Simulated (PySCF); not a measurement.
Al(Vi)2(OMe), SMILES C=[CH][Al]([CH]=C)[O]C at its GFN2-xTB optimised geometry (Å):

```
16

Al    -0.2752     0.5224     0.0000
C     -1.2485    -1.2146    -0.0033
C     -0.5924    -2.3727    -0.0145
H     -2.3370    -1.2599     0.0035
H     -1.0826    -3.3393    -0.0172
H      0.4890    -2.4005    -0.0216
C     -1.2005     2.2804     0.0000
C     -2.5265     2.3889    -0.0046
H     -0.6245     3.2092     0.0000
H     -3.0468     3.3393    -0.0075
H     -3.1637     1.5163    -0.0053
O      1.3752     0.5224     0.0000
C      2.7708     0.4983     0.0004
H      3.1637     1.4740     0.2971
H      3.1348    -0.2561     0.7028
H      3.1418     0.2579    -0.9993
```

Calculation: CAM-B3LYP/def2-TZVP (PySCF).

Map of the HOMO−1 amplitude (bohr^(-3/2)) on the plane z = 1.0 Å; orbital energy -9.03 eV, overall sign arbitrary:

```
|===========================|
|===========================|
|===========================|
|===========================|
|======-----================|
|=====--:::---==============|
|====--:....:--=============|
|====-:.    .:-=============|
|====-:.    .:-=============|
|=====-:....::-=============|
|=====---:::---=============|
|=======-----===============|
|===========================|
|========++++++=============|
|=======++****++============|
|======++*#%%#*++===========|
|======++*%@@%*++===========|
|======++*%@@%#*++==========|
|======++*#%@@#*++==========|
|=======++*#@@#*++==========|
|=======++**##*++===========|
|========+++**+++===========|
|=========++++++============|
|===========++==============|
|===========================|
|===========================|
|===========================|
```
Scale: ten equal steps from -0.074 (start of ' ') to 0.084 (end of '@'), in the order ' .:-=+*#%@'; x runs from -5.50 to 5.50, y from -5.50 (bottom) to 5.50 (top).
